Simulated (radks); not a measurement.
Q: Eu3+, configuration [Xe] 4f5 5f1 (not the ground configuration). Calculated with a radial shooting solver on a logarithmic mesh with Libxc functionals: Dirac Kohn-Sham, PW91, spin-unpolarised, spherical densities, point nucleus; open shells fill j = l - 1/2 first.

Spin-orbit splittings of the eigenvalues, e(l+1/2) - e(l-1/2), with zeta = 2 splitting/(2l+1) and mean radii in bohr:

shell  occ.  splitting (eV)  zeta (eV)  <r> j=l-1/2  <r> j=l+1/2
2p        6           648.2      432.1      0.07907      0.08580
3p        6           132.1      88.05       0.2388       0.2517
3d       10           28.72      11.49       0.2236       0.2276
4p        6           29.46      19.64       0.5768       0.6055
4d       10           5.338      2.135       0.6419       0.6519
4f        5               ?          ?       0.8214       0.8295
5p        6           4.633      3.088        1.450        1.524
5d        0          0.5301     0.2120        1.997        2.028
5f        1         0.02400   0.006857        4.175        4.189
6p        0          0.8404     0.5603        3.456        3.596
6f        0         0.01439   0.004111        7.490        7.505

Estimate the 4f splitting.

A: 0.7355 eV (zeta = 0.2102 eV).
